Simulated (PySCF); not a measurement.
A structure optimised at B3LYP-D3(BJ)/def2-TZVP, used in a PySCF frequency run:

```xyz
7

Se     0.0000     0.0000     0.0000
H      0.0000     1.5613     0.0000
H      0.0000    -1.5613     0.0000
H     -1.5613     0.0000     0.0000
H      1.5613     0.0000     0.0000
H      0.0000     0.0000     1.5613
H      0.0000     0.0000    -1.5613
```

### Question
Write its SMILES, formula and point group.

### Answer
[SeH6], H6Se, Oh

### Question
What are its rotational constants (standard atomic weights)?

### Answer
51.417, 51.417, 51.417 GHz
